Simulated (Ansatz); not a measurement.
## Isomers

Structures of B₂H₂Se, closed shell, relaxed at PBE0-D4/def2-TZVP (vibrations not checked; lower isomers may exist, and structures with a doubtful reference or unclear bonds are left out). Computed with Ansatz 0.2.0 (basis: def2-TZVPP); correlated methods freeze the cores. Filled d shells of the heavier atoms are correlated. The def2 sets are not built for correlating such inner shells, so the correlated values are less sure here. B3LYP uses VWN-RPA correlation.

**Question.** Rank them by CCSD(T) energy, lowest first, and give each one's height above the lowest. Links in brackets join atoms within 1.22 times the sum of their covalent radii (1.1 for two metals). (An estimate is asked for; the value comes from the calculation.)
A.
B₂H₂Se ([BH][B][SeH])
```
5
angstrom
B 0.5959 -0.4457 0.3992
B 0.6131 1.0646 0.3133
Se 0.7916 -2.2704 0.3076
H -0.2528 -2.7051 1.2701
H 0.5904 2.2403 0.2793
```
B.
B₂H₂Se ([BH2][B][Se])
```
5
angstrom
B -0.4949 0.4902 -0.3145
B 0.5751 -0.5718 0.3650
Se 1.7007 -1.6853 1.0804
H -0.5875 0.5914 -1.5006
H -1.1934 1.1755 0.3698
```
C.
B₂H₂Se ([BH]1[BH][Se]1)
```
5
angstrom
B -0.6728 -0.1801 -0.4371
B 0.5294 0.5486 0.3082
Se 0.5367 -1.3791 0.4826
H -1.6479 -0.3743 -1.0764
H 1.2547 1.3849 0.7227
```

**Answer.** Computed: C (0.00 kcal/mol), B (4.94 kcal/mol), A (64.01 kcal/mol). Heights count from the lowest.

**Question.** Do PBE-D4, r2SCAN-D4, PBE0-D4, B3LYP-D4, wB97M-V, HF, MP2 give the same order? (Judge from chemistry; the calculation decides.)

**Answer.** The calculation gives: Lowest first: HF B < C < A. The others agree with CCSD(T).

No T1 diagnostic of these runs exceeds 0.018. The restricted Hartree–Fock reference is unstable towards an unrestricted one at one or more of these structures.

For scale, one of the runs: CCSD(T)/def2-TZVPP, 138 basis functions, launched by `ansatz run in.yaml --threads 2 --pin off --events-out ev --progress --plain --max-ram 4352MiB`. Time: 20 s of wall clock on 2 CPU threads of an Arm Neoverse V1; the host was shared. Peak host memory: 0.76 GiB.
